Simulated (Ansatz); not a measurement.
Compare A (`[CH3][AlH][SiH2]S`) with its isomer B (`[CH3][AlH][S][SiH3]`).

Program: Ansatz. Geometries: PBE0-D4/def2-TZVP. ΔE: electronic, gas phase. CCSD(T)/CBS is the MP2 limit (def2-TZVPP, def2-QZVPP) plus CCSD(T) − MP2 in def2-TZVPP, frozen cores. DFT in def2-TZVPP. One conformer a species, not always the lowest.

Task: Which isomer does CCSD(T)/CBS put lower? Give the gap. (Estimate.)

Result: The calculation gave: B, by 30.4 kcal/mol.

Task: Give E(B) − E(A) in kcal/mol with MP2/def2-TZVPP, B2PLYP, r2SCAN-D4, PBE0-D4, PBE-D4, HF/def2-TZVPP, ωB97M-V. (An estimate is asked.)

Result: Ansatz gave: MP2/def2-TZVPP -32.7, B2PLYP -30.2, r2SCAN-D4 -30.3, PBE0-D4 -28.3, PBE-D4 -27.1, HF/def2-TZVPP -31.2, ωB97M-V -31.2. None reverses the order clearly.

Largest T1 diagnostic: 0.011.

From PBE to PBE0 (25 % exact exchange), in def2-TZVPP and without D4, E(B) − E(A) moves by −1.3 kcal/mol. The D4 term adds −1.3 kcal/mol with B3LYP and −0.7 kcal/mol with PBE0; it sums over pairs of atoms, weighted by their polarisabilities, and B3LYP, whose exchange is more repulsive, gets the larger term.

B3LYP here is the variant with VWN-RPA as its local correlation; programs differ in this.
